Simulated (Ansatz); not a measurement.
Reaction (ligand exchange at the Si–N bond): `F/C=N/[SiH3]` + `[OH][GeH2][F]` → `[F][GeH2][O][SiH3]` + `N=CF`

Calculated with Ansatz (gas phase, PBE0-D4/def2-TZVP geometries, no zero-point term in ΔE). CBS: MP2 limit from def2 TZ/QZ plus the TZ coupled-cluster correction, frozen cores. This one scheme is used for every species. Functionals use def2-TZVPP. For Ge outer-core shells are correlated without core-valence functions, which leaves a few kJ/mol of doubt a bond. Scalar relativity is left out up to krypton. Each species was taken in one conformer, which may not be the lowest.

```tsv
level	ΔE (kJ/mol)
r2SCAN	-47.2
CCSD/CBS(def2)	-54.9
```

(1) What does CCSD(T)/CBS give? (An estimate is asked.)

(2) What do rigid-rotor, harmonic-oscillator terms from PBE0-D4/def2-TZVP frequencies (298.15 K, 1 bar) make of the CCSD(T)/CBS value? (Best estimate.)

Largest T1 diagnostic among the species: 0.014.

## Answers

(1) Ansatz gave: -52.8 kJ/mol. The listed levels differ from it by 5.6, -2.1 kJ/mol.

(2) Ansatz gave: ΔZPE = +2.4 kJ/mol, ΔH = -50.2 kJ/mol, ΔS = 12 J/(mol·K), ΔG = -53.9 kJ/mol. Modes under 50 cm⁻¹ make the entropy rough.

In def2-TZVPP, CCSD(T) changes the Hartree–Fock value by +8.9 kJ/mol (the triples alone add +2.2 kJ/mol) and MP2 by +12.3 kJ/mol. From PBE to PBE0 (25 % exact exchange), in def2-TZVPP and without D4, ΔE moves by −5.1 kJ/mol. Leaving LDA and LC-ωPBE aside and taking each functional with its dispersion term where it has one, the values, not all of them listed here, spread over 17.2 kJ/mol, from BHLYP-D4 to revPBE-D4.
